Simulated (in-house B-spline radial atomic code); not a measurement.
Results of a calculation; reference values are marked as such.
## Building a PAW p channel for B, r_c = 1.62 bohr

B, [He] 2s2 2p1, non-relativistic PBE, spherical and spin-unpolarised, from a B-spline radial code for spherical atoms (atomic units; all potentials screened as in the neutral atom).

Two all-electron partial waves φ1, φ2 are integrated outwards at E1 = ε(2p) = -0.132618 and E2 = E1 + 1.5 hartree; φ1 is the bound orbital and φ2 has unit norm inside r_c = 1.6226 bohr. Smooth partners are polynomials, r^2(a0 + a1 r² + a2 r⁴ + a3 r⁶), matched to φ and three derivatives at r_c, with no condition on the norm. The local potential is -3.47582 + (2.48899) r² + (-0.859261) r⁴ + (0.115901) r⁶ inside 1.3284 bohr and the all-electron one outside.

```json
{"wave": "1", "φ(r_c)": "0.6269386", "φ'(r_c)": "-0.0160803", "a0": "0.8443981", "a1": "-0.4297181", "a2": "0.09910963", "a3": "-0.008871537"}
{"wave": "2", "φ(r_c)": "0.1148128", "φ'(r_c)": "2.322428", "a0": "-2.2719", "a1": "1.785433", "a2": "-0.4510881", "a3": "0.04063799"}
```

Inside r_c the overlaps are <φi φj> = [[0.33951, -0.48596], [-0.48596, 1.00000]] and, for the smooth waves, [[0.29025, -0.32922], [-0.32922, 0.53577]]. With χj = (Ej − T − V_local) applied to smooth wave j, the program's quadrature gives the matrix B_ij = <smooth i, χj> as [[-0.06525, 0.31642], [0.08132, -0.42392]].

**Question.** Check the match of the first wave, and find the augmentation charges q_ij.

**Answer.** At r_c the four terms are 2.22316, -2.97872, 1.80878, -0.42628, which sum to 0.6269, φ1(r_c) to rounding. q_ij is the all-electron overlap less the smooth one: [[0.04927, -0.15673], [-0.15673, 0.46423]]. The smooth first wave has a norm of 0.2902 inside r_c against 0.3395, and q11 > 0 puts back the missing charge.

**Question.** B isn't symmetric. Show that D_ij = B_ij + Ej q_ij is.

**Answer.** Integrating by parts gives B12 − B21 = (E1 − E2) q12: 0.31642 − (0.08132) = 0.23510, and −1.5 × (-0.15673) = 0.23510. So D12 = 0.31642 + (1.367382)(-0.15673) = 0.10211 and D21 = 0.08132 + (-0.132618)(-0.15673) = 0.10211; D11 = -0.07178, D22 = 0.21087. The projectors, p = (B⁻¹)ᵀ χ, are dual to the smooth waves; det B = 0.0019.

Solving (T + V_local + Σ p D p) ψ = E (1 + Σ p q p) ψ in a sphere of 9 bohr, whose wall lifts the free-atom level a little, gives these levels:

```csv
all-electron,one projector,two projectors
-0.132256,-0.132256,-0.132256
0.098699,0.099130,0.098701
0.388997,0.392372,0.389007
0.812557,0.825738,0.812571
1.365630,1.400180,1.365630
```

**Question.** What does the second projector gain?

**Answer.** With one projector the errors are 0.00, +0.43, +3.38, +13.18, +34.55 millihartree. With two the errors are 0.00, 0.00, +0.01, +0.01, 0.00 millihartree. The scattering is exact at E1 and at E2 = 1.367, and over all levels compared the largest error is 0.014 millihartree. The lowest eigenvalue of the overlap operator is 1 with one and 0.9371 with two projectors. The smooth orbital alone needs a cutoff of 8 hartree for 1 millihartree of kinetic energy, against 16.1 for a norm-conserving Troullier-Martins orbital of the same radius; part of the gain comes from giving up the norm, part from the simpler form.
